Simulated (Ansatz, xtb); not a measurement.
# Relative energy of two isomers of CH2BFI+

We compare X, `FC[B+]I`, a singlet, with Y, `FB[CH+]I`, a singlet. Both are isolated ions in the gas phase, relaxed with r2SCAN-D4/def2-SVP; the shapes shown needn't be the lowest conformers.

X (Å):

```json
{"atom": "C", "x (Å)": "-1.4335", "y (Å)": "1.4488", "z (Å)": "1.0841"}
{"atom": "B", "x (Å)": "-1.9525", "y (Å)": "0.5839", "z (Å)": "-0.0697"}
{"atom": "F", "x (Å)": "-2.3413", "y (Å)": "2.4651", "z (Å)": "1.2477"}
{"atom": "I", "x (Å)": "-2.7160", "y (Å)": "-0.4448", "z (Å)": "-1.5571"}
{"atom": "H", "x (Å)": "-0.4225", "y (Å)": "1.8458", "z (Å)": "0.8517"}
{"atom": "H", "x (Å)": "-1.3334", "y (Å)": "0.8454", "z (Å)": "2.0112"}
```

Y (Å):

```xyz
6

C    -1.3873    0.4862    0.4982
B    -2.1047    1.8147    0.9647
F    -1.4408    2.8032    1.4762
I    -0.5159    0.3205   -1.2704
H    -3.3040    1.8277    0.7859
H    -1.4457   -0.4503    1.0808
```

Quicker runs give these differences E(Y) − E(X): GFN2-xTB +5.0 kcal/mol; HF/STO-3G −9.7 kcal/mol (at GFN2-xTB geometries); r2SCAN-D4/def2-SVP//GFN2-xTB −6.3 kcal/mol.

Q: Which of the two would you expect CCSD(T)/def2-TZVP electronic energies to favour?

A: Structure Y; the calculation gives E(Y) − E(X) = −8.6 kcal/mol.

How the difference moves with the method:

| level | geometry | E(Y) − E(X) (kcal/mol) | departure from the last row (kcal/mol) | job, with rough time for the two |
| --- | --- | --- | --- | --- |
| GFN2-xTB | GFN2-xTB | +5.0 | +13.6 | optimisation, 0.14 s |
| HF/STO-3G | GFN2-xTB | −9.7 | −1.1 | single point, 0.96 s |
| r2SCAN-D4/def2-SVP//GFN2-xTB | GFN2-xTB | −6.3 | +2.3 | single point, 4.3 s |
| r2SCAN-D4/def2-SVP | r2SCAN-D4/def2-SVP | −6.5 | +2.2 | optimisation, 59 s |
| HF/def2-TZVP | r2SCAN-D4/def2-SVP | −9.0 | −0.4 | part of the CCSD(T) run |
| MP2/def2-TZVP | r2SCAN-D4/def2-SVP | −4.9 | +3.7 | part of the CCSD(T) run |
| CCSD(T)/def2-TZVP | r2SCAN-D4/def2-SVP | −8.6 |  | single point, 3.9 min |

As drawn, Y has 1 B–F, 1 C–I, 1 B–H in place of 1 C–F, 1 B–I, 1 C–H.

GFN2-xTB puts the two in the other order. The largest departure from CCSD(T)/def2-TZVP is that of GFN2-xTB, 13.6 kcal/mol.

With harmonic frequencies from r2SCAN-D4/def2-SVP (ideal gas, rigid rotor, one conformer each, 298.15 K, 1 atm): the zero-point term adds −1.7 kcal/mol; ΔH is −10.2 and ΔG −10.5 kcal/mol.

The T1 diagnostic of structure Y is large, so the coupled-cluster value is less sure. The correlated steps freeze 7 core orbitals; the filled d shell of I is correlated, in a basis made for valence electrons. Atoms past krypton carry core potentials in the def2 sets, other sets are all-electron and non-relativistic, and no spin–orbit term is included. Mirror images aren't counted in ΔG. Run with Ansatz 0.2.0, xtb 6.7.1; the last row on 1 thread of Arm Neoverse V1 on a shared host.
